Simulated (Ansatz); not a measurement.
Geometry optimisation, UKS PBE/def2-SVP in Ansatz.

The input (input.yaml):

```yaml
crystal:
  periodic: [false, false, false]
  atoms:
    - { symbol: Ga, position_ang: [0.0, 0.0, 0.0] }
    - { symbol: H, position_ang: [0.0, 0.0, 1.82] }
    - { symbol: C, position_ang: [1.7147, 0.0, -0.99] }
    - { symbol: H, position_ang: [2.0443, -1.0462, -1.1602] }
    - { symbol: H, position_ang: [1.5782, 0.508, -1.9674] }
    - { symbol: H, position_ang: [2.4842, 0.5381, -0.3982] }
    - { symbol: C, position_ang: [-1.7147, 0.0, -0.99] }
    - { symbol: H, position_ang: [-2.2748, -0.9305, -0.7608] }
    - { symbol: H, position_ang: [-2.3188, 0.8797, -0.6846] }
    - { symbol: H, position_ang: [-1.513, 0.0508, -2.0803] }
    - { symbol: Si, position_ang: [0.0, 0.0, 3.58] }
    - { symbol: H, position_ang: [-0.7436, -1.1581, 4.0674] }
    - { symbol: H, position_ang: [1.3747, -0.0649, 4.0674] }
    - { symbol: H, position_ang: [-0.6311, 1.223, 4.0674] }
magnetization:
  spin_polarized: true
  initial_magnetization: 1
basis:
  gaussian: { orbitals: def2-SVP }
hamiltonian:
  xc: pbe
relax:
  f_tol: 0.15
  max_steps: 25
  restrain:
    - { distance: [1, 10], at: 1.46, k: 30.0 }
    - { distance: [0, 1], at: 2.77, k: 30.0 }
output:
  orbitals: {}
```

Launched with:

```bash
$ ansatz run input.yaml --threads 4 --pin off --max-ram 5120MiB --backend cpu --events-out ev --progress --plain --runs-dir out
```

Q: Where does it end, and by what steps?

A: The run converged. The restraints hold the end off the free minimum; the threshold counts their pulls, which the force column leaves out. Restrained pairs: H2–Si11 (1.76 → 1.48 Å), Ga1–H2 (1.82 → 2.77 Å). After 5 steps the energy has fallen by 0.387 eV (the restraints' own energy left out); H2 moved furthest, 0.65 Å.

```tsv
step	energy less start (eV)	largest force component (eV/Å)	accepted
0	0.0000	0.834	yes
1	-0.0005	1.519	yes
2	0.3364	2.769	yes
3	-0.1069	1.635	yes
4	-0.3612	0.663	yes
5	-0.3875	0.668	yes
```

```xyz
14
Properties=species:S:1:pos:R:3
Ga -0.002 0.021 -0.299
H 0.001 -0.009 2.474
C 1.782 0.021 -1.241
H 2.109 -1.035 -1.353
H 1.737 0.483 -2.252
H 2.550 0.542 -0.631
C -1.776 0.004 -1.260
H -2.329 -0.915 -0.970
H -2.384 0.865 -0.911
H -1.690 0.043 -2.368
Si 0.001 -0.006 3.957
H -0.763 -1.195 4.477
H 1.413 -0.071 4.476
H -0.648 1.251 4.471
```

Time of the run: 7 s on 4 threads of AMD EPYC 9R45 96-Core Processor (Zen 5), on a shared host, peak memory 0.24 GiB.
